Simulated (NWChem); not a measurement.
System: SiN2H6O; SMILES N[SiH](N)O

```xyz
10

Si     0.0000    -0.0274    -0.3404
N      0.4406    -1.5928     0.2245
N      1.0463     1.2437     0.1784
O     -1.5211     0.3748     0.2223
H      0.0425    -0.1141    -1.8289
H      0.0466    -2.4037    -0.2413
H      0.5140    -1.7624     1.2224
H      2.0207     1.2390    -0.1026
H      0.9483     1.6071     1.1204
H     -1.8119     1.2637    -0.0033
```
Atoms are numbered in this order, from 1.

All runs: NWChem. Structure relaxed at the PBE0/def2-SVP level. B3LYP is NWChem's, with the RPA form of VWN correlation. Ions are spin-unrestricted doublets at the neutral geometry; other ion states weren't tried.

```
level                vertical ionisation energy, ΔSCF (eV)  −ε(HOMO) (eV)  ΔSCF minus −ε(HOMO) (eV)
-------------------  -------------------------------------  -------------  ------------------------
B3LYP/def2-SVPD                                       9.56           7.17                      2.39
PBE/def2-SVPD                                         9.19           5.95                      3.24
BHandHLYP/def2-SVPD                                   9.79           8.81                      0.98
r2SCAN/def2-SVPD                                      9.33           6.25                      3.08
PBE0/def2-SVPD                                  (withheld)     (withheld)                (withheld)
```

Task: Fill in the missing entries.

Result: 
- PBE0/def2-SVPD, vertical ionisation energy, ΔSCF (eV): 9.57
- PBE0/def2-SVPD, −ε(HOMO) (eV): 7.42
- PBE0/def2-SVPD, ΔSCF minus −ε(HOMO) (eV): 2.15
